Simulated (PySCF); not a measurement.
Start geometry of `[NH2][In-]([NH2])([NH2])[NH2]` ([In(NH2)4]-) from GFN2-xTB (Å):
```
atom  x, y, z in Å
In1    0.063   -0.073    0.017
N2    -0.001    0.390    2.091
H3     0.624   -0.272    2.454
H4    -0.787    0.075    2.423
N5     1.991   -0.503   -0.592
H6     2.564    0.188   -0.042
H7     2.109   -0.170   -1.524
N8    -0.646    1.720   -1.094
H9    -0.507    2.512   -0.409
H10   -1.716    1.611   -1.031
N11   -1.344   -1.618   -0.420
H12   -1.502   -1.500   -1.419
H13   -0.818   -2.412   -0.431
```

What comes out of this run: PySCF, PBE0-D3(BJ)/def2-SVP geometry optimisation, gas phase, def2 core potentials past Kr?

```
atom  x, y, z in Å
In1    0.004   -0.009    0.002
N2    -0.004    0.286    2.124
H3     0.487   -0.505    2.548
H4    -0.970    0.165    2.441
N5     2.074   -0.186   -0.527
H6     2.542    0.661   -0.192
H7     2.131   -0.100   -1.546
N8    -0.945    1.617   -1.022
H9    -0.568    2.483   -0.627
H10   -1.925    1.630   -0.725
N11   -1.117   -1.743   -0.570
H12   -1.105   -1.786   -1.593
H13   -0.573   -2.564   -0.291
```

The energy falls by 0.820 eV over 15 energy and gradient evaluations, the largest force component goes from 0.1268 to 3.8e-04 Eh/bohr, and the atoms move by 0.232 Å rms after alignment. The bond that changes most is N2–H4 (ends: nitrogen bonded to In and 2 H; hydrogen on nitrogen), which lengthens by 0.114 Å. Bonds longer at the end by more than 0.005 Å: 8 of 12; shorter: 4. Among the angles that change most is In1–N2–H3, from 101.2° to 107.6°. Among the dihedrals that turn most is N11–In1–N8–H9, from 138° to 168°. Rotational constants go from 2489, 2446, 2414 to 2519, 2378, 2371 MHz. The orientation of the end geometry is arbitrary; only internal coordinates are fixed.

The run used 122 basis functions and 102 SCF cycles in all. Time: 1.9 min wall; peak memory 0.50 GiB. Hardware: an Arm Neoverse V1 with one thread (shared host).

PBE0-D3(BJ)/def2-SVP frequencies: not computed here. The geometry's basis has no diffuse functions, a weakness for an anion.
